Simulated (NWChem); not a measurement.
# Correlation energy of Au$_{2}$

SMILES: [Au][Au]
```xyz
2

Au     0.0000     0.0000     1.2699
Au     0.0000     0.0000    -1.2699
```
Charge 0, spin multiplicity 1.

All runs are NWChem calculations. Structure: optimised with PBE0/def2-SVP with def2 effective core potentials on Au, a minimum by its harmonic frequencies.

Basis set: def2-SVP. Each correlation energy counts from its own Hartree-Fock reference.

Effective core potentials replace the inner electrons of Au; spin-orbit coupling is left out. The correlated methods keep 8 core orbitals frozen. The structure started from a generated list of species. No row is a measurement; the coupled-cluster row has its own basis-set and correlation limits.

Q: Order these methods by the correlation energy they give, lowest first: CR-CCSD(T), MP2, CCSD, CCSD(T).

A: MP2 (-551.7 mHa), CCSD(T) (-528.9 mHa), CR-CCSD(T) (-525.7 mHa), CCSD (-516.2 mHa)
